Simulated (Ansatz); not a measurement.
Mulliken charges of `CB(Cl)[SeH]` from PBE/def2-TZVPP in Ansatz (PBE0-D4/def2-TZVP geometry).

| atom | x (Å) | y (Å) | z (Å) | charge (e) |
| --- | --- | --- | --- | --- |
| C1 | 0.022 | 0.926 | -0.012 | -0.306 |
| B2 | 0.513 | -0.548 | -0.087 | 0.067 |
| Cl3 | 2.222 | -0.882 | -0.358 | -0.135 |
| Se4 | -0.603 | -2.113 | 0.097 | 0.004 |
| H5 | 0.545 | 1.444 | 0.799 | 0.118 |
| H6 | 0.297 | 1.453 | -0.932 | 0.118 |
| H7 | -1.051 | 1.034 | 0.143 | 0.092 |
| H8 | -1.855 | -1.370 | 0.293 | 0.043 |

Problem. By hand: the dipole of these point charges (1 e Å = 4.8032 D).

Solution. Σ q r = (-0.352, 0.169, 0.057) e Å, of length 0.395 e Å = 1.90 D.

Problem. How does the dipole of the full density compare? (Estimate.)

Solution. The calculation gave: (-0.272, 0.222, 0.043) e Å, 1.70 D; the point charges give 1.12 times that, at 14° from its direction.

Point charges leave out the atoms' own dipoles, such as those of lone pairs, and Mulliken's split depends on the basis, so the close match here is no proof of good charges.
